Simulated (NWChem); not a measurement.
arsine (AsH$_{3}$); SMILES [AsH3]

```xyz
4

As     0.0058    -0.0041     0.0528
H     -1.2938     0.4134    -0.6263
H      0.8276     0.9380    -0.8199
H      0.2038    -1.1631    -0.9179
```
Atoms are numbered in this order, from 1.

STO-3G and 3-21G are far too small for this property and stand as cheap habits. Coordinates come from a PBE0/def2-SVP optimisation.

Problem. Give the principal values of the shielding tensors (ppm) of As1 from Hartree-Fock/STO-3G, GIAO (NWChem), with their diamagnetic and paramagnetic parts as GIAO splits them.

Solution. 
| atom | σ11 | σ22 | σ33 | isotropic | diamagnetic | paramagnetic |
|---|---|---|---|---|---|---|
| As1 | 2542.8 | 2554.9 | 2554.9 | 2550.8 | 2853.0 | -302.1 |
